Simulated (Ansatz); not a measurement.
Constitutional and geometric isomers with formula CH3BO. All species are isolated molecules in the gas phase. One relaxed conformer stands for each flexible species; it need not be the lowest. Strings in code marks are SMILES.

Quantity: electronic energy of isomers of CH3BO relative to `CB=O`, in kJ/mol.

A: `C=BO` (C–B–O–H torsion 180°)
B: `[H]/B=C/O` (B–C–O–H torsion 0°)
C: `BC=O` (H–B–C–O torsion 86°)
D: `B1CO1`

Problem. Order them by electronic energy of isomers of CH3BO relative to `CB=O` (lowest first) at the level frozen-core MP2/cc-pVTZ // B3LYP-D3(BJ)/def2-TZVP (Ansatz, a quantum-chemistry and plane-wave program).

Solution. A (204.7 kJ/mol), D (235.5 kJ/mol), C (346.1 kJ/mol), B (462.2 kJ/mol)
